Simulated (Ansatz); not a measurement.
Born–Oppenheimer molecular dynamics of CH₈F₂OSi (13 atoms, charge 0, multiplicity 1). It starts at the highest image of a converged band. Of that band: Neighbouring images differ by up to 1.7 eV, so the band resolves the path poorly. A vibrational analysis at the climbing image gives one clearly imaginary mode, 1126i cm⁻¹: a first-order saddle point.

These are results of RKS PBE0-D4/def2-SVP in Ansatz 0.2.0, not measurements.

```json
{
 "ensemble": "NVE (velocity Verlet)",
 "time step": "0.5 fs",
 "steps asked": "200",
 "starting velocities drawn for": "300 K",
 "seed": "2640"
}
```

First frame:

```xyz
13
Properties=species:S:1:pos:R:3
Si -0.926 0.201 -0.411
C 0.895 -0.787 -0.513
H -1.369 -0.596 -1.595
H -1.864 -0.161 0.678
O -0.887 1.712 -1.088
H 0.219 0.272 1.784
F 0.030 1.190 1.174
H 0.464 -0.894 0.714
F 0.378 -0.855 1.981
H 1.858 -0.812 0.029
H 0.763 -1.712 -1.085
H 1.063 0.051 -1.214
H -0.624 2.390 -0.455
```

How far do the bonds stretch over the last three quarters of this one trajectory? (Pairs bonded in most of those frames.)


| bond | mean (Å) | spread (Å) | shortest | longest |
| --- | --- | --- | --- | --- |
| Si1–H3 | 1.489 | 0.032 | 1.43 | 1.55 |
| Si1–H4 | 1.496 | 0.030 | 1.44 | 1.54 |
| Si1–O5 | 1.666 | 0.056 | 1.57 | 1.75 |
| Si1–F7 | 1.709 | 0.132 | 1.54 | 2.01 |
| C2–H8 | 1.102 | 0.019 | 1.07 | 1.16 |
| C2–H10 | 1.101 | 0.028 | 1.05 | 1.16 |
| C2–H11 | 1.101 | 0.026 | 1.05 | 1.16 |
| C2–H12 | 1.107 | 0.050 | 1.03 | 1.18 |
| O5–H13 | 0.964 | 0.008 | 0.95 | 0.98 |
| H6–F9 | 0.936 | 0.020 | 0.90 | 0.99 |

Mean temperature of the second half: 1561 K. The conserved energy stayed within 0.22 meV per atom of its start (net change 0.076 meV per atom), so the integration is sound. The kinetic energy rose, since the run started high on the potential surface and went downhill. It ends in pieces (CH4 + FH + FH3OSi), so much of that is their flight and rotation, not heat. A run of 0.1 ps of so small a system gives no equilibrium averages. The orbitals stay closed-shell, which can raise the energy where a bond breaks towards radicals; this wasn't checked here.

The run took 6.4 min on 2 threads of AMD EPYC 9R14 (Zen 4), on a shared host, peak memory 0.29 GiB.
